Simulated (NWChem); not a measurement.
System: CuH; SMILES [CuH]

```xyz
2

Cu     0.0000     0.0000     0.0460
H      0.0000     0.0000    -1.3753
```
Atoms are numbered in this order, from 1.

Program: NWChem. Structure relaxed at the B3LYP/6-31G* (spherical d) level. GIAO values for the isolated, static molecule; σ is the absolute isotropic shielding, δ = σ(reference) − σ with the isolated reference molecule computed at the same levels (1H: tetramethylsilane).

Problem. What does the run give for PBE0/x2c-TZVPall-s, scalar ZORA without spin-orbit coupling? Quantities: σ Cu1 (ppm); δ H2 (ppm).

Solution. 
```json
{
  "σ Cu1 (ppm)": "1639.1",
  "δ H2 (ppm)": "-1.15"
}
```
